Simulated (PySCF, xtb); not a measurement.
InCl, SMILES [Cl][In] (connectivity only; charge and spin as stated), neutral, multiplicity 1.

Harmonic wavenumbers (cm⁻¹) from GFN2-xTB run with xtb at its own minimum, in rising order: 273.

Q: What does PBE0-D3(BJ)/def2-TZVP (PySCF) give at its own minimum? (An estimate is asked for; the answer gives what the named calculation found.)

A: 312. Paired by order, the mean absolute difference is 39 cm⁻¹ and the zero-point energies are 0.4 and 0.4 kcal/mol.
